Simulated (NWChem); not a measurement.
Species: Si2H3OF3; SMILES F[Si](F)(F)O[SiH3]

```xyz
9

F      1.2369    -0.8701    -0.9088
Si    -0.0095    -0.7772     0.1120
F     -1.2374    -1.6053    -0.5174
F      0.4143    -1.4932     1.4893
O     -0.4297     0.7712     0.3713
Si    -0.0070     2.3497    -0.0647
H     -0.1487     2.5149    -1.5499
H      1.4112     2.6208     0.3453
H     -0.9458     3.2653     0.6568
```
Atoms are numbered in this order, from 1.

Results from NWChem. Pople sets run with spherical d functions. All runs use the structure optimised with PBE-D3(BJ)/def2-SVP. Atomic charges in e: unrestrained fits to the electrostatic potential beside Mulliken populations; buried atoms are poorly determined by the fit.

**Question.** Estimate the computed values for Hartree-Fock/6-31G*. Quantities: ESP F1; Mulliken F1; ESP Si2; Mulliken Si2; ESP F3; Mulliken F3; ESP F4; Mulliken F4; ESP O5; Mulliken O5; relative RMS misfit of the potential (%).

**Answer.** 
- ESP F1: -0.40
- Mulliken F1: -0.52
- ESP Si2: 1.48
- Mulliken Si2: 1.92
- ESP F3: -0.39
- Mulliken F3: -0.51
- ESP F4: -0.39
- Mulliken F4: -0.51
- ESP O5: -0.64
- Mulliken O5: -0.89
- relative RMS misfit of the potential (%): 23
